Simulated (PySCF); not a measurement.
CH6ClGeN, SMILES [Cl][Ge@@H]([NH2])[CH3]. Atoms are numbered in the order given.

```xyz
10

C     -1.4852    -1.2838    -0.0245
Ge     0.0204    -0.1406    -0.4249
N      1.5662    -1.0779    -0.2315
Cl    -0.0876     1.5230     0.9877
H     -1.5156    -2.1318    -0.7249
H     -1.3948    -1.6700     1.0018
H     -2.4235    -0.7158    -0.1001
H      0.0180     0.4960    -1.8174
H      1.6804    -1.5516     0.6614
H      2.4209    -0.5708    -0.4473
```
Charge 0, spin multiplicity 1.

Coordinates come from a ωB97X-D3(BJ)/def2-SVP optimisation. The structure was generated by enumeration; whether it is a known compound was not checked. The values are those of a single conformer.

Computed with PySCF with PBE0/pcSseg-1.

GIAO shieldings, no solvent; atoms listed in one row are averaged. δ = σ(ref) − σ: ¹³C against TMS (σ = 186.3 ppm); ⁷³Ge against GeH4 (σ = 1658.3 ppm); ¹⁵N against NH3 (σ = 267.4 ppm); ³⁵Cl against HCl (σ = 945.9 ppm); ¹H against TMS (σ = 31.56 ppm), references at their B3LYP-D3(BJ)/def2-TZVP geometries, non-relativistic (without spin–orbit terms, shifts of atoms bonded to Cl or Br come out too high).

### Question
Estimate the chemical shifts. (An estimate is asked for; the answer gives what the named calculation found.)

### Answer

| nucleus | atoms | count | δ (ppm) |
|---|---|---|---|
| ¹³C | C1 | 1 | 5.4 |
| ⁷³Ge | Ge2 | 1 | 394.7 |
| ¹⁵N | N3 | 1 | 38.4 |
| ³⁵Cl | Cl4 | 1 | 42.6 |
| ¹H | H8 | 1 | 5.77 |
| ¹H | H10 | 1 | 1.15 |
| ¹H | H9 | 1 | 0.97 |
| ¹H | H5, H6, H7 | 3 | 0.95 |
